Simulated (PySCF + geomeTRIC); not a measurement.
A geometry relaxed with r2SCAN-D4/def2-TZVP run with PySCF + geomeTRIC, charge 0, multiplicity 1:

```xyz
14

H     -2.4291     1.3626     2.1540
H      1.8721     1.0902     0.7952
O     -1.3063    -0.7833    -1.6589
H      2.5927    -1.5101    -0.9934
H     -2.6492    -1.0233     1.8629
H      1.1274    -1.1321     1.3224
N      1.8360    -0.8562    -1.1415
Si     1.1296    -0.0909     0.2598
H     -0.4966    -1.2675    -1.8738
H     -4.0555     0.4839     0.6025
H     -1.0925     1.7461    -1.1205
Si    -1.0438     0.3847    -0.5023
H      2.0518    -0.2732    -1.9395
Si    -2.6901     0.2860     1.1585
```

### Question
Write the SMILES of this molecule.

### Answer
`N[SiH2][Si@@H](O)[SiH3]`
